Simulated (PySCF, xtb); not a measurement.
C3H11NOSi, SMILES [SiH2](OC(C)C)N.

xtb 6.7.1 with GFN2-xTB at its own geometry gives an orbital gap of 6.26 eV and a dipole moment of 2.19 D.

Coordinates come from a TPSSh-D3(BJ)/def2-SVP optimisation. This is a generated structure with no PubChem entry under its InChIKey; it may be hypothetical. Other conformers were not sampled.

Task: What does PySCF with PBE/def2-TZVP give? (The exact figures need the calculation; the answer reports its results.)

Result: gap 5.84 eV (levels -6.02 and -0.17 eV), dipole 1.95 D.
